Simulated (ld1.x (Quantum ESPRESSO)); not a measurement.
u(r) = r·R(r): atom against pseudo-atom (V (Z = 23))

Columns: radius, all-electron u(r) and pseudo u(r) of the 3d shell (level -5.38 eV) of vanadium in the configuration [Ne] 3s2 3p6 3d3 4s2 4p0; LDA (PZ), scalar-relativistic, TM scheme, ld1.x (Quantum ESPRESSO) 7.5.

```csv
r (bohr),all-electron,pseudo
0.085,0.0269,0.0039
0.170,0.1270,0.0299
0.255,0.2672,0.0935
0.340,0.4117,0.1995
0.425,0.5394,0.3395
0.510,0.6419,0.4954
0.595,0.7175,0.6442
0.680,0.7682,0.7656
0.765,0.7978,0.8476
0.850,0.8104,0.8878
0.935,0.8099,0.8922
1.020,0.7996,0.8711
1.105,0.7824,0.8355
1.190,0.7604,0.7943
1.275,0.7350,0.7534
1.360,0.7076,0.7156
1.445,0.6791,0.6817
1.530,0.6501,0.6506
1.615,0.6211,0.6212
1.700,0.5926,0.5926
1.785,0.5646,0.5646
1.870,0.5375,0.5375
1.955,0.5113,0.5113
2.040,0.4862,0.4862
2.125,0.4620,0.4620
2.210,0.4390,0.4390
```

Question: How many radial nodes do the two functions have?

Answer: The all-electron 3d function has n − l − 1 = 0; the pseudo-wave has 0.

Question: At about which radius was the pseudo-wave matched?

Answer: 1.70 bohr. The columns agree to 0.0005 from 1.53 bohr on; several derivatives are matched, so the curves merge somewhat inside the radius.

Question: Where does each function peak?

Answer: Outermost all-electron maximum near 0.85 bohr, pseudo maximum near 0.94 bohr (to the table’s step).

Question: Is the pseudo-wave norm-conserving?

Answer: Yes: the TM scheme keeps the norm inside the radius equal to the all-electron one, which fixes the energy derivative of the logarithmic derivative at the level.
